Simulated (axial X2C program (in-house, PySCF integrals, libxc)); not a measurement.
SnPt along the bond: PBE0, with spin–orbit coupling

All values were computed with an axial X2C code built on PySCF integrals. Two-component (2c) means X2C with spin–orbit coupling and atomic mean-field two-electron Coulomb and Gaunt terms. Basis: Pt dyall-v2z [11s12p9d5f], Sn dyall-v2z [9s9p7d] (cores contracted in-house); Gaussian nuclei, density fitting, unrestricted open shells. Masses: Pt 194.965 u, Sn 119.902 u.

State: Ω = 0 (closed shell). Dipoles are positive if Sn is the positive end.

```tsv
R (Å)	μ (D)	HOMO (eV)	LUMO (eV)
2.073	1.010	-5.78	-2.55
2.168	1.229	-5.74	-2.63
2.240	1.402	-5.70	-2.69
2.312	1.578	-5.65	-2.76
2.383	1.754	-5.59	-2.83
2.466	1.955	-5.50	-2.91
2.550	2.148	-5.42	-2.99
2.657	2.383	-5.33	-3.10
2.788	2.647	-5.25	-3.22
2.979	2.985	-5.17	-3.38
```

Task: The minimum lies at 2.375 Å. What is the dipole moment there, and its slope?

Result: At PBE0, 2c, with the sign and origin stated: μ = 1.73 D, dμ/dR = 2.44 D/Å.

The state is one determinant whose occupation by symmetry is held fixed; it was picked as the lowest of a PBE0 search that is not exhaustive. The closed shell is kept restricted, so the energy runs too high when the bond is stretched far.
